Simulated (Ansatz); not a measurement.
`[F][Ge]([F])([F])[F]` + HBr → `[F][Ge]([F])([F])[Br]` + H–F  (ligand exchange at a Ge–F bond)

Computed with Ansatz on PBE0-D4/def2-TZVP structures; ΔE is electronic, products minus reactants. CCSD(T)/CBS adds triple-zeta CCSD(T) − MP2 to the extrapolated MP2 energy (def2 sets, frozen cores). This one scheme is used for every species. Functionals use def2-TZVPP. B3LYP here is the variant with VWN-RPA as its local correlation; programs differ in this. HSE06 is defined as in plane-wave codes. For Br, Ge outer-core shells are correlated without core-valence functions, which leaves a few kJ/mol of doubt a bond. Scalar relativity is left out up to krypton.

CCSD(T)/CBS gives -0.23 eV.

(1) Another level gave -0.27 eV. Which?
A. HSE06-D4/def2-TZVPP
B. B3LYP/def2-TZVPP
C. r2SCAN0-D4/def2-TZVPP
D. HF/def2-TZVPP

Largest T1 diagnostic among the species: 0.012.

Results:

(1) A. HSE06-D4 -0.27, r2SCAN0-D4 -0.20, B3LYP -0.14, HF/def2-TZVPP -0.04 eV.

Leaving LDA and LC-ωPBE aside and taking each functional with its dispersion term where it has one, the values, not all of them listed here, spread over 0.16 eV, from revPBE-D4 to B97M-V. The D4 term adds −0.06 eV with B3LYP and −0.03 eV with PBE0; it sums over pairs of atoms, weighted by their polarisabilities, and B3LYP, whose exchange is more repulsive, gets the larger term.
